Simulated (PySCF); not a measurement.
A GIAO shielding run with PySCF 2.14.0 with density-fitted response routines (density fitting, non-relativistic, gas phase) on SMILES CS[SiH2][Si@H](CF)[SiH2][SiH3], C2H13FSSi4:

```
$ OMP_NUM_THREADS=1 python probes_run.py task.json out

{"job": {"kind": "nmr", "xc": "PBE0", "basis": "pcSseg-1"}, "charge": 0, "multiplicity": 1}
C      4.235724     1.444576    -0.126475
S      2.612586     1.448079     0.687715
Si     1.902923    -0.503604     0.107733
Si    -0.312781    -0.484859     0.779887
C     -0.943189    -2.272006     0.430188
F     -0.825387    -2.534193    -0.924333
Si    -1.792367     0.994818    -0.271240
Si    -4.054704     0.610237     0.099547
H      4.100218     1.372807    -1.201443
H      4.827106     0.611022     0.239527
H      4.718867     2.382800     0.125189
H      2.875531    -1.449802     0.674556
H      2.123069    -0.561755    -1.340941
H     -0.408555    -0.428884     2.254207
H     -0.374155    -3.050188     0.942400
H     -1.998669    -2.404071     0.675321
H     -1.411810     2.359360     0.126563
H     -1.509366     0.958591    -1.717451
H     -4.247735    -0.382585     1.163179
H     -4.744678     0.094850    -1.084448
H     -4.781549     1.811752     0.514550
```

Hardware: 1 thread of an Arm Neoverse N1, shared host. The job also computes population analyses, field gradients.

Q: How large is the calculation?

A: 106 electrons, 236 basis functions and 1346 auxiliary functions.

Q: How long does it take, and how much memory does it need?

A: 110 s of wall time, with 12 SCF cycles and 4 response iterations; peak memory 1.1 GiB. Times on a shared host scatter by some tens of per cent.
